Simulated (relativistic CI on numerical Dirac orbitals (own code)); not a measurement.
**The 3-electron sequence from V XXI to Mo XL**

Computed by Dirac-Coulomb-Breit CI, KLI orbitals optimised for each configuration, QED by a radiative potential, unscaled Slater integrals (own radial code, finite nucleus).

Configurations in the expansion (outside the closed core 1s2): 2s, 2p, 3s, 3p, 3d. Levels of other configurations are missing.

Energies above each ion's lowest level, in eV. Levels are followed by their leading LS label, which can pass from one level to another where the coupling changes.

```csv
Ion,2s ²S1/2,2p ²P°1/2,2p ²P°3/2,3s ²S1/2,3p ²P°1/2,3p ²P°3/2,3d ²D3/2
V XXI,0,42.354,51.696,882.41,894.16,896.92,901.3
Cr XXII,0,44.468,55.72,967.27,979.61,982.93,987.54
Mn XXIII,0,46.599,60.043,1056.1,1069.1,1073.1,1077.9
Fe XXIV,0,48.748,64.691,1149.1,1162.6,1167.3,1172.3
Co XXV,0,50.915,69.695,1246,1260.2,1265.7,1271
Ni XXVI,0,53.102,75.086,1347.1,1361.8,1368.3,1373.8
Cu XXVII,0,55.309,80.894,1452.2,1467.6,1475.2,1480.9
Zn XXVIII,0,57.537,87.155,1561.5,1577.5,1586.3,1592.2
Ga XXIX,0,59.786,93.903,1675,1691.6,1701.7,1707.8
Ge XXX,0,62.059,101.18,1792.6,1809.8,1821.4,1827.8
As XXXI,0,64.356,109.01,1914.5,1932.3,1945.5,1952.1
Se XXXII,0,66.678,117.45,2040.6,2059.1,2074.1,2080.9
Br XXXIII,0,69.026,126.54,2171,2190.1,2207.2,2214.1
Kr XXXIV,0,71.401,136.31,2305.7,2325.5,2344.7,2351.9
Rb XXXV,0,73.804,146.83,2444.7,2465.2,2486.9,2494.2
Sr XXXVI,0,76.235,158.12,2588.2,2609.4,2633.6,2641.2
Zr XXXVIII,0,81.19,183.26,2888.4,2911,2941.2,2949.2
Nb XXXIX,0,83.715,197.21,3045.3,3068.5,3102.2,3110.3
Mo XL,0,86.272,212.15,3206.7,3230.7,3268,3276.3
```

The lowest level keeps the configuration 2s and J = 1/2 throughout.

Between Z = 38 and 42 the energy of 2p ²P°1/2 follows a local power law Z^1.2. For orientation: electrostatic splittings inside a shell grow about linearly with the screened charge, excitations that change n as its square, and fine structure as its fourth power; written in Z itself the exponents are larger, since the screened charge grows faster in proportion.
